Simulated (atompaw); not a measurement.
# What one change does to a pseudopotential (Ho (Z = 67), PAW (atompaw))

Ho (Z = 67), PAW, made with atompaw 4.2.0.5 (LDA (PW92), scalar-relativistic). Core [Kr] 4d10, reference 4f11 5s2 5p6 5d0 6s1.5 6p0 (charge +0.5). Waves: 5s (bound): rc 2.30 bohr; 6s (bound): rc 2.40 bohr; 5p (bound): rc 2.40 bohr; 6p (bound, empty): rc 2.40 bohr; 5d (bound, empty): rc 2.40 bohr; 5d channel at 4.3 Ry: rc 0.70 bohr; 4f (bound): rc 0.85 bohr; 4f channel at 0.5 Ry: rc 0.85 bohr. Local part: vpsmatchnc scheme with l = 4 at 0 Ry, radius 2.25 bohr. Core correction: smooth core density matched at 1.70 bohr. Augmentation charge: sinc compensation charge, radius 2.05 bohr; PAW radius 2.40 bohr; waves and projectors: custom polynom vanderbiltortho.

Change: local potential vpsmatchnc scheme with l = 4 at 0 Ry, radius 1.78 bohr.

Cutoffs: the cutoffs (Ry, on a coarse ladder) from which the occupation-weighted sum of valence levels, in a spherical-Bessel basis at the reference potential, stays within 10 and 1 mRy of its value at 400 Ry; they do not see the model core or the augmentation charge, which bear on the density cutoff.

Task: What does the change do?

Result: The bound ghosts move from d to d, s; the range in which the s phases agree widens (upper end 3.3 → at the end of the scan); the range in which the p phases agree narrows (upper end at the end of the scan → 2.1). A state that the projectors do not describe sees the local part alone, so a deeper or shallower local part can create or remove a ghost.

```tsv
quantity	base	changed
cutoff, loose	300 Ry	300 Ry
cutoff, tight	over 300 Ry	over 300 Ry
loose cutoff by channel (10 mRy a level)	s 8 Ry, p 12 Ry, f 230 Ry	s 8 Ry, p 12 Ry, f 200 Ry
bound ghosts	d	d, s
s: phases at 2.41 bohr within 0.05 rad from the reference energy up to (Ry; the scan ends near 5)	3.3	to the end of the scan
p: phases at 2.41 bohr within 0.05 rad from the reference energy up to (Ry; the scan ends near 5)	to the end of the scan	2.1
d: phases at 2.41 bohr within 0.05 rad from the reference energy up to (Ry; the scan ends near 5)	n/a	n/a
f: phases at 2.41 bohr within 0.05 rad from the reference energy up to (Ry; the scan ends near 5)	to the end of the scan	to the end of the scan
lowest overlap eigenvalue by channel	s 0.80, p 0.87, d 0.52, f 0.96	s 0.75, p 0.87, d 0.43, f 0.99
```

 A true bound ghost makes a file unfit for plane-wave use even where its test errors are small: the radial tests pick states by their node count and pass the ghost by. The cutoffs see the waves, projectors and local potential, not the compensation charge or the core.
